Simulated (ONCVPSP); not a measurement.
## An all-electron radial function and its pseudo partner (Te (Z = 52))

Columns: radius, all-electron u(r) and pseudo u(r) of the 4p shell (level -114.23 eV) of tellurium in the configuration [Ar] 3d10 4s2 4p6 4d10 5s2 5p4; PBEsol, scalar-relativistic, ONCV scheme, ONCVPSP 4.0.1.

| r (bohr) | all-electron | pseudo |
| --- | --- | --- |
| 0.065 | 0.4643 | 0.0251 |
| 0.130 | -0.0742 | 0.0977 |
| 0.195 | -0.6144 | 0.2116 |
| 0.260 | -0.6836 | 0.3571 |
| 0.325 | -0.3945 | 0.5216 |
| 0.390 | 0.0413 | 0.6914 |
| 0.455 | 0.4733 | 0.8527 |
| 0.520 | 0.8250 | 0.9933 |
| 0.585 | 1.0702 | 1.1031 |
| 0.650 | 1.2131 | 1.1760 |
| 0.715 | 1.2704 | 1.2095 |
| 0.780 | 1.2631 | 1.2049 |
| 0.845 | 1.2110 | 1.1671 |
| 0.910 | 1.1302 | 1.1025 |
| 0.975 | 1.0337 | 1.0190 |
| 1.040 | 0.9307 | 0.9244 |
| 1.105 | 0.8277 | 0.8256 |
| 1.170 | 0.7288 | 0.7283 |
| 1.235 | 0.6365 | 0.6363 |
| 1.300 | 0.5522 | 0.5520 |
| 1.365 | 0.4764 | 0.4763 |
| 1.430 | 0.4091 | 0.4090 |
| 1.495 | 0.3500 | 0.3499 |
| 1.560 | 0.2985 | 0.2984 |
| 1.625 | 0.2538 | 0.2537 |
| 1.690 | 0.2152 | 0.2151 |

**Question.** How many radial nodes do the two functions have?

**Answer.** The all-electron 4p function has n − l − 1 = 2; the pseudo-wave has 0, since the states of the same l below it are removed with the core.

**Question.** At about which radius was the pseudo-wave matched?

**Answer.** 1.25 bohr, where the columns begin to agree (steps of 0.07 bohr).

**Question.** Where does each function peak?

**Answer.** Outermost all-electron maximum near 0.71 bohr, pseudo maximum near 0.71 bohr (to the table’s step).

**Question.** Is the pseudo-wave norm-conserving?

**Answer.** Yes: the ONCV scheme keeps the norm inside the radius equal to the all-electron one, which fixes the energy derivative of the logarithmic derivative at the level.
